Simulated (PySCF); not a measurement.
## Electron correlation in He (helium, neutral)

1s1 2p1, high-spin 3P determinant (an excited configuration). Calculation: PySCF 2.14, in aug-cc-pVQZ; no relativity, point nucleus. Frozen: nothing; 2 electrons correlated.

Total MP2 correlation energy: -2.93 mhartree.

Same-spin part -2.93 and opposite-spin part 0.00 mhartree; SCS-MP2 scales them by 1/3 and 6/5 to -0.98 mhartree.
